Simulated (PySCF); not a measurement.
Coordinates in bohr (charge 0 multiplicity 1):
```
Cr    0.0000    0.0000    0.0000
O     0.0000    0.0000    3.0420
O     0.0000    0.0000   -3.0420
```

These are results of PBE0 in PySCF with Cr def2-TZVP, O def2-TZVP; no relativity; density-fitted integrals, not measurements.

This geometry of CrO₂ is a stationary point at this level.

Question: What is the point group?

Answer: D∞h.

Question: Is it a minimum?

Answer: No: it has 2 imaginary modes (one degenerate set), at 295i cm⁻¹ (πu).

Question: List the harmonic modes with their infrared intensities.

Answer: 
```json
{"symmetry": "πu", "ω (cm⁻¹)": "295i", "IR (km/mol, summed over degenerate members)": "–", "type": "bend"}
{"symmetry": "σg+", "ω (cm⁻¹)": "995", "IR (km/mol, summed over degenerate members)": "0.0", "type": "stretch"}
{"symmetry": "σu+", "ω (cm⁻¹)": "1033", "IR (km/mol, summed over degenerate members)": "745", "type": "stretch"}
```

Question: Give the atomic charges and bond orders.

Answer: 
```csv
atom,Mulliken,Löwdin,polar tensor,Mayer order to Cr1
Cr1,1.30,0.68,2.31,–
"O2,3",-0.65,-0.34,-1.16,1.77
```
Other Mayer orders above 0.3: O–O 0.36.

In D∞h the vibrations span πu + σg+ + σu+. The σg+ mode carries no infrared intensity, as symmetry demands. With a centre of inversion only u modes can be infrared active and only g modes Raman active.

Stability towards spin polarisation was not tested. Other isomers or separated fragments may lie lower.
